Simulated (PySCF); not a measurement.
`[F][GeH3]` (germyl fluoride). Theory: PBE0-D3(BJ)/def2-SVP geometry optimisation, gas phase (PySCF 2.14.0).

```
atom  x, y, z in Å
F1     1.9245    0.2564    0.0624
Ge2    0.2270    0.4274   -0.2974
H3    -0.5344   -0.0104    0.9621
H4    -0.0039    1.9087   -0.6292
H5    -0.0650   -0.4863   -1.4967
```

**Question.** Which two atoms are farthest apart?

**Answer.** F1···H5, F1···H4 and F1···H3, 2.634 Å down to 2.632 Å.

**Question.** Work out the bond lengths F1–Ge2, Ge2–H3, Ge2–H4, Ge2–H5 in Å.

**Answer.** For F1–Ge2 the difference vector is (-1.6975, 0.1710, -0.3598) Å, of length 1.7436 Å. F1–Ge2 1.744; Ge2–H3 1.535; Ge2–H4 1.535; Ge2–H5 1.536 Å.

**Question.** Where is the centre of mass (commonest isotopes), and what is the radius of gyration?

**Answer.** Mass 95.943 u; centre at (0.550, 0.395, -0.229) Å; Rg = √(Σ m r²/M) = 0.753 Å. As Ia + Ib + Ic = 2 Σ m r², the three principal moments sum to 108.7 u·Å².

**Question.** What is the repulsion energy of the bare nuclei, Σ ZA·ZB/RAB?

**Answer.** 126.54 Eh over 10 pairs, with full nuclear charges and distances in bohr; the largest single term is 87.41 Eh (F1 with Ge2).

**Question.** How far apart are these pairs, which share no bond: H3···H4, H3···H5, H4···H5?

**Answer.** H3···H4 2.549 Å (2 bonds apart); H3···H5 2.548 Å (2 bonds apart); H4···H5 2.548 Å (2 bonds apart).

**Question.** What are the angles F1–Ge2–H5, H4–Ge2–H5, H3–Ge2–H4, F1–Ge2–H4, H3–Ge2–H5?

**Answer.** From the scalar product of the two bond vectors; for F1–Ge2–H5 it is -0.7709 Å² over 1.7436 × 1.5357 Å², cos θ = -0.2879. F1–Ge2–H5 106.7°; H4–Ge2–H5 112.1°; H3–Ge2–H4 112.2°; F1–Ge2–H4 106.6°; H3–Ge2–H5 112.1°.

The point group is C3v within 0.08 Å; differences among equivalent distances and angles are scatter left by the optimiser. Not checked by PBE0-D3(BJ)/def2-SVP frequencies.
